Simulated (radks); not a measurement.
Problem. The silicon ion Si4+, [Ne]. All-electron calculation, non-relativistic Kohn-Sham, PBE, spin-polarised, spherical densities, point nucleus. Program: a radial shooting solver on a logarithmic mesh with Libxc functionals. Every spin shell is full or empty, so the densities are truly spherical. Functionals are evaluated on that one density, not self-consistently. Rank these exchange functionals by their error against the exact value of the orbitals, and give that value: LDA, PBEsol, RPBE, AM05, G96, EV93, TPSS, SCAN, TASK.

Solution. Exact: -19.1713 hartree. From best to worst, with 100 (|E| - |E exact|)/|E exact| (equal figures are ties): RPBE -0.04, G96 +0.05, TPSS +0.22, SCAN +0.32, EV93 +1.43, TASK -2.46, PBEsol -3.78, AM05 -7.36, LDA -8.59.
